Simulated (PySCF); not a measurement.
# Correlation energy of Pm³¹⁺ (promethium, charge +31)

Starting occupation: [Ar] 3d10 4s2. Calculation: PySCF 2.14, in an even-tempered Gaussian basis (19 s from 1.2 bohr⁻², ratio 2.6; 15 p from 1.6 bohr⁻², ratio 2.6; 10 d from 1.6 bohr⁻², ratio 2.6; 6 f from 1.6 bohr⁻², ratio 2.8); X2C-1e with screened-nucleus spin-orbit coupling, Gaussian nucleus. Frozen: [Ar]; 12 electrons correlated; the 94 highest virtual spinors left out.

MP2 pair energies summed by pair of shells (mhartree):

| pair | energy | share (%) |
| --- | --- | --- |
| 3d3/2-3d5/2 | -187.72 | 36.0 |
| 3d5/2-3d5/2 | -132.24 | 25.3 |
| 4s1/2-4s1/2 | -58.31 | 11.2 |
| 3d3/2-3d3/2 | -56.92 | 10.9 |
| 3d5/2-4s1/2 | -52.35 | 10.0 |
| 3d3/2-4s1/2 | -34.12 | 6.5 |

Total MP2 correlation energy: -521.65 mhartree.

The virtual space was cut to 68 spinors, which keep -500.32 of the -521.65 mhartree of MP2 correlation.

| level | correlation energy (mhartree) |
| --- | --- |
| CCSD | -499.23 |
| (T) | -0.96 |
| CCSD(T) | -500.19 |

Diagnostics: T1 = 0.00025, largest double amplitude 0.067.

Cost of the coupled-cluster step: 92 s of wall time on 1 thread of Neoverse-V2 (shared host), for 12 occupied and 68 virtual spinors.

Iterations:

```
Init t2, MP2 energy = -0.500321413646548
CCSD nocc = 12, nmo = 80
Init t2, MP2 energy = -0.500321413646548
Init E_corr(GCCSD) = -0.500321413646548
cycle = 1  E_corr(GCCSD) = -0.496774081153619  dE = 0.00354733249  norm(t1,t2) = 0.0130564
cycle = 2  E_corr(GCCSD) = -0.498647299893665  dE = -0.00187321874  norm(t1,t2) = 0.00392253
cycle = 3  E_corr(GCCSD) = -0.499232969165924  dE = -0.000585669272  norm(t1,t2) = 0.00124991
cycle = 4  E_corr(GCCSD) = -0.499233864717283  dE = -8.9555136e-07  norm(t1,t2) = 7.74297e-05
cycle = 5  E_corr(GCCSD) = -0.499231143299062  dE = 2.72141822e-06  norm(t1,t2) = 3.74139e-06
cycle = 6  E_corr(GCCSD) = -0.499231418780176  dE = -2.75481114e-07  norm(t1,t2) = 1.85269e-07
cycle = 7  E_corr(GCCSD) = -0.499231417927442  dE = 8.52733495e-10  norm(t1,t2) = 4.02298e-09
GCCSD converged
E(GCCSD) = -9506.81931352999  E_corr = -0.4992314179274424
```

The coupled-cluster values are those of the cut space; adding the MP2 remainder, -21.33 mhartree, estimates the full space.

At this charge the one-electron X2C treatment keeps the bare 1/r₁₂, with no two-electron picture change or Breit term. The effect here is smaller than on the frozen 1s shell.
